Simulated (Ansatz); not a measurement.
`OB(F)O[SiH3]` + `O[SiH2][SeH]` → `O[SiH2][Se][SiH3]` + `OB(O)F`  (ligand exchange at the Si–O bond)

Gas-phase electronic energies from Ansatz, PBE0-D4/def2-TZVP geometries. CCSD(T)/CBS adds triple-zeta CCSD(T) − MP2 to the extrapolated MP2 energy (def2 sets, frozen cores). DFT in def2-TZVPP. For Se outer-core shells are correlated without core-valence functions, which leaves a few kJ/mol of doubt a bond. Scalar relativity is left out up to krypton. One conformer a species, not always the lowest.

`OB(F)O[SiH3]`:

Z-matrix (Å, degrees):
```
Si
O 1 1.655
H 1 1.484 2 110.2
H 1 1.484 2 110.2 3 -121.4
H 1 1.480 2 106.4 3 119.3
B 2 1.348 1 131.9 3 60.8
F 6 1.334 2 118.9 1 180.0
O 6 1.359 2 121.1 1 -0.0
H 8 0.960 6 113.4 2 180.0
```

`O[SiH2][SeH]`:

Cartesian coordinates in Å:
```
O 0.541 -0.699 1.371
Si 0.087 0.471 0.314
Se 0.452 -0.086 -1.869
H 0.277 -1.601 1.179
H -1.357 0.795 0.433
H 0.938 1.636 0.630
H -0.939 -0.516 -2.058
```

`O[SiH2][Se][SiH3]`:

Z-matrix (Å, degrees):
```
Si
Se 1 2.280
O 1 1.640 2 112.7
H 1 1.488 2 106.8 3 -122.9
H 1 1.477 2 108.8 3 116.7
Si 2 2.278 1 93.9 3 100.1
H 3 0.959 1 117.7 2 -48.4
H 6 1.486 2 110.6 1 -51.1
H 6 1.483 2 111.3 1 70.0
H 6 1.483 2 106.5 1 -170.1
```

`OB(O)F`:

```xyz
6

O     0.792    0.662   -0.417
B    -0.159   -0.028    0.270
O    -0.810   -1.076   -0.281
F    -0.476    0.317    1.518
H     1.175    1.382    0.090
H    -0.522   -1.256   -1.179
```

```json
{"level": "ωB97X-V", "ΔE (kJ/mol)": "23.6"}
{"level": "r2SCAN", "ΔE (kJ/mol)": "19.5"}
{"level": "CCSD/def2-TZVPP", "ΔE (kJ/mol)": "27.6"}
{"level": "MP2/def2-QZVPP", "ΔE (kJ/mol)": "18.3"}
```

(1) What does CCSD(T)/CBS give? (Estimate.)

Largest T1 diagnostic among the species: 0.012.

Answers

(1) The calculation gave: +20.4 kJ/mol. The listed levels differ from it by 3.2, -0.9, 7.2, -2.1 kJ/mol.

The D4 term adds −5.4 kJ/mol with B3LYP and −2.9 kJ/mol with PBE0; it sums over pairs of atoms, weighted by their polarisabilities, and B3LYP, whose exchange is more repulsive, gets the larger term. In def2-TZVPP, CCSD(T) changes the Hartree–Fock value by −19.0 kJ/mol (the triples alone add −3.5 kJ/mol) and MP2 by −23.4 kJ/mol.

B3LYP here is the variant with VWN-RPA as its local correlation; programs differ in this.
